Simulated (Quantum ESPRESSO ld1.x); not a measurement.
The numbers below are computed, except where a source is named.
Q: These are the eigenvalues of the occupied orbitals of an atom or ion with whole-number occupations (eV). Code: ld1.x of Quantum ESPRESSO 7.5. Model: Dirac Kohn-Sham, PBE, spin-unpolarised, spherical densities, point nucleus.

| orbital | eigenvalue |
|---|---|
| 1s1/2 | -88357.346 |
| 2s1/2 | -16095.256 |
| 2p1/2 | -15470.216 |
| 2p3/2 | -13279.603 |
| 3s1/2 | -4139.068 |
| 3p1/2 | -3857.604 |
| 3p3/2 | -3368.216 |
| 3d3/2 | -2907.017 |
| 3d5/2 | -2802.779 |
| 4s1/2 | -1213.068 |
| 4p1/2 | -1091.073 |
| 4p3/2 | -970.411 |
| 4d3/2 | -771.795 |
| 4d5/2 | -749.092 |
| 4f5/2 | -491.069 |
| 4f7/2 | -485.795 |
| 5s1/2 | -475.850 |
| 5p1/2 | -429.950 |
| 5p3/2 | -400.250 |

Which element is it, and in what charge state? The configuration may be excited. Open shells, if any, fill j = l - 1/2 first.

A: Z = 82, lead, charge +17: Pb17+ in [Kr] 4d10 4f14 5s2 5p3. The list shows which subshells hold electrons but not how many an open one holds; the 1s level, -3247.1 hartree, gives Z - s = 80.6 by -(Z - s)^2/2, which with screening and relativity narrows Z to a few neighbours, and the depths of the outer levels then fix element, charge and occupations together.
